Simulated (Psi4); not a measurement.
C$_{3}$H$_{7}$Si (SMILES [CH]1CC[SiH2]1), doublet, at a GFN2-xTB geometry. Base run: Psi4 with CAM-B3LYP/STO-3G.

Here is a job for Psi4.
```
memory 2 GB

molecule {
0 2
  C     0.53087384    1.10068779    0.00731500
  C    -0.90108686    0.99595056    0.39166468
  C    -1.06898715   -0.52728953    0.22356600
  Si    0.76763734   -0.70854720   -0.31392217
  H     1.08893990    2.02274862   -0.01814969
  H    -1.55955984    1.58171639   -0.25961514
  H    -1.09359648    1.34586690    1.41214118
  H    -1.34881192   -1.02444038    1.14879885
  H    -1.81473595   -0.78861080   -0.52281634
  H     1.62667058   -1.47814220    0.59287010
  H     0.98937203   -1.15557062   -1.69359263
}

set basis sto-3g
set reference uks

energy('cam-b3lyp')
print_variables()
```

Variants of this job, named by their change:

```csv
change,ΔE vs base (µEh),SCF cycles,grid points,basis functions,outcome
base,0.0,9,233388,31,converged
guess = gwh,0.0,10,233388,31,converged
dft_radial_points = 35,-139,9,110976,31,converged
dft_nuclear_scheme = becke,-10.4,9,231510,31,converged
scf_type = cd,-,-,-,-,input refused
cholesky_tolerance = 1e-3 (with scf_type cd),-,-,-,-,input refused
dft_basis_tolerance = 1e-8,0.0,9,230835,31,converged
guess = huckel,0.0,13,233388,31,converged
level_shift = 0.3,0.0,9,233388,31,converged
basis_guess = true,0.0,7,233388,31,converged
scf_type = out_of_core,1511,9,233388,31,converged
e_convergence = 1e-10,0.0,11,233388,31,converged
soscf = true,0.0,5,233388,31,converged
```

Open shells are given as the SCF converged; they aren't shown to be the lowest states, and a large step between rows can be another state.

- scf_type = cd: ended with `psi4.driver.p4util.exceptions.ValidationError: SCF: SCF_TYPE (CD) not supported for range-separated functionals, plese use SCF_TYPE = 'DF' to automatically select the correct JK build.`
- cholesky_tolerance = 1e-3 (with scf_type cd): ended with `psi4.driver.p4util.exceptions.ValidationError: SCF: SCF_TYPE (CD) not supported for range-separated functionals, plese use SCF_TYPE = 'DF' to automatically select the correct JK build.`
